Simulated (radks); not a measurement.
Task: The mean radii <r> (bohr) of the occupied orbitals of an atom or ion are listed with their occupations. All-electron calculation, Dirac Kohn-Sham, PBE, spin-unpolarised, spherical densities, point nucleus. Program: a radial shooting solver on a logarithmic mesh with Libxc functionals.

orbital  occ.      <r>
1s1/2       2  0.01714
2s1/2       2  0.07169
2p1/2       2  0.05907
2p3/2       4  0.06750
3s1/2       2   0.1854
3p1/2       2   0.1756
3p3/2       4   0.1906
3d3/2       4   0.1660
3d5/2       6   0.1706
4s1/2       2   0.3850
4p1/2       2   0.3827
4p3/2       4   0.4067
4d3/2     2.8   0.3980
4d5/2     4.2   0.4048

Name the element and its charge. Open shells, if any, are shared by 2j + 1.

Result: Z = 78, platinum, charge +35: Pt35+ in [Kr] 4d7. The 1s radius gives Z: for a bare nucleus <r> = (2 gamma + 1)/(2Z) with gamma = sqrt(1 - (Z/c)^2), 0.01695 bohr for Z = 78, and screening makes it slightly larger (0.01714 here). The occupations add up to 43, and the charge is Z minus that.
